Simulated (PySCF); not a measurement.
## ¹⁷O chemical shifts

Computed data (PySCF 2.14): geometry: GFN2-xTB, GIAO PBE0/pcSseg-1 shieldings. Fast rotation and ring inversion assumed for equivalent nuclei, a single conformation, gas phase, non-relativistic Hamiltonian.

Shieldings were converted by a linear fit to measured shifts: ¹⁷O (scatter 10.7 ppm rms, 12.2 ppm with the 3 outliers that the fit left out vs liquid water, solution or neat liquid). A few per cent of atoms miss by over 2 rms, more outside the fitted compound classes.

(1) Give the ¹⁷O shifts of `C=CCC(=C)C(=O)C(F)(F)F`, `CO[C@H](F)[SiH2][SiH2]C(=O)O`, `C#CC1=C(F)C(=O)OC1`.

(2) Order these by ¹⁷O shift, lowest first.
A. O=Cc1cccc(Cl)c1
B. C[SiH2]Oc1nncnc1C
C. FCCC1OCCO1

## Answers

(1) 
| compound | environment | δ (ppm) |
| --- | --- | --- |
| C=CCC(=C)C(=O)C(F)(F)F | ketone oxygen | 551.4 |
| [CH3:1][O:2][C@H:3]([F:4])[SiH2:5][SiH2:6][C:7](=[O:8])[OH:9] | O8: carbonyl oxygen | 435.7 |
| [CH3:1][O:2][C@H:3]([F:4])[SiH2:5][SiH2:6][C:7](=[O:8])[OH:9] | O9: acid hydroxyl oxygen | 184.3 |
| [CH3:1][O:2][C@H:3]([F:4])[SiH2:5][SiH2:6][C:7](=[O:8])[OH:9] | O2: ether oxygen | 41.5 |
| [CH:1]#[C:2][C:3]1=[C:4]([F:5])[C:6](=[O:7])[O:8][CH2:9]1 | O7: ester carbonyl oxygen | 346.7 |
| [CH:1]#[C:2][C:3]1=[C:4]([F:5])[C:6](=[O:7])[O:8][CH2:9]1 | O8: ester alkoxy oxygen | 149.5 |

(2) C (37.1 ppm, ether oxygen), B (79.4 ppm, oxygen bonded to C, Si), A (572.2 ppm, aldehyde oxygen).

In solution the two oxygens of a carboxylic acid give one averaged line by proton exchange, and hydrogen bonding shields acid and N–H amide carbonyl oxygens by tens of ppm; neither is in these numbers.
